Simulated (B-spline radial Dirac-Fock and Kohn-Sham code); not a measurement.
# How the binding energies of Eu³⁰⁺ add up

System: the Eu³⁰⁺ ion in the configuration 1s2 2s2 2p6 3s2 3p6 3d10 4s2 4p3; nuclear rms radius 5.1115 fm (A = 153).

Calculated with a radial finite-basis atomic code, using Dirac-Fock energy differences between relaxed states, corrected for Breit and QED terms. Electron correlation is not included. Energies are counted from the vacuum level. Subshells whose hole state is unreliable or did not converge are left out.

All terms are in eV, carry their sign (relaxation lowers the binding energy) and add up to the binding energy; ⟨r⟩ is the mean radius of the orbital in the initial state.

| subshell | −ε (Koopmans) | relaxation | Breit | self-energy | vacuum polarisation | binding energy | ⟨r⟩ (bohr) |
| --- | --- | --- | --- | --- | --- | --- | --- |
| K (1s) | 49912.8 | -52.92 | -135.39 | -83.14 | 13.39 | 49654.8 | 0.022 |
| L1 (2s) | 9224.4 | -21.27 | -14.35 | -11.12 | 1.67 | 9179.3 | 0.094 |
| L3 (2p3/2) | 8139.2 | -23.13 | -15.14 | -0.58 | -0.08 | 8100.2 | 0.086 |
| M1 (3s) | 2881.8 | -4.32 | -2.71 | -2.50 | 0.36 | 2872.6 | 0.245 |
| M3 (3p3/2) | 2555.5 | -4.44 | -2.73 | -0.13 | -0.02 | 2548.1 | 0.247 |
| M4 (3d3/2) | 2241.8 | -5.84 | -1.95 | 0.22 | -0.02 | 2234.2 | 0.219 |
| M5 (3d5/2) | 2211.6 | -5.60 | -1.26 | 0.13 | -0.02 | 2204.9 | 0.223 |
| N1 (4s) | 1282.3 | -0.45 | -0.81 | -0.74 | 0.11 | 1280.4 | 0.508 |
| N2,3 (4p) | 1181.2 | -0.44 | -0.95 | -0.02 | 0.00 | 1179.8 | 0.527 |

For the deepest level, K (1s), the Breit terms make up -0.273 % of the binding energy, QED -0.140 % and orbital relaxation -0.107 %.

Spin-orbit splittings: 3d 29.36 eV.

Going to the tabulated ground configuration of the next ion removes an electron from N2,3 (4p), computed at 1179.8 eV. NIST lists 1167 ± 4 eV as the ionisation energy of this species (theoretical), -12.82 eV from the computed value. Where a p, d or f shell is open in either ion the computed value averages over both j values and all terms, while the table refers to the lowest levels; that difference holds spin-orbit splitting (largest in heavy or highly charged ions), term energies where several electrons share open shells, and correlation, and it can reach 10 % or more.
